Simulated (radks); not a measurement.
Question: The technetium ion Tc+, [Kr] 4d5 5s1. Calculated with a radial shooting solver on a logarithmic mesh with Libxc functionals: non-relativistic Kohn-Sham, PBE, spin-polarised, spherical densities, point nucleus. Every spin shell is full or empty, so the densities are truly spherical. Functionals are evaluated on that one density, not self-consistently. Rank these exchange functionals by their error against the exact value of the orbitals, and give that value: LDA, B88, PBEsol, revPBE, PW91, OPTX, SOGGA, B86b, APBE, revTPSS, Tao-Mo, MVS.

Answer: Exact: -124.213 hartree. From best to worst, with 100 (|E| - |E exact|)/|E exact| (equal figures are ties): PW91 +0.01, B86b +0.03, B88 +0.05, MVS +0.06, revPBE -0.26, APBE +0.36, Tao-Mo -0.75, revTPSS -0.87, OPTX +1.07, PBEsol -2.38, SOGGA -2.40, LDA -5.16.
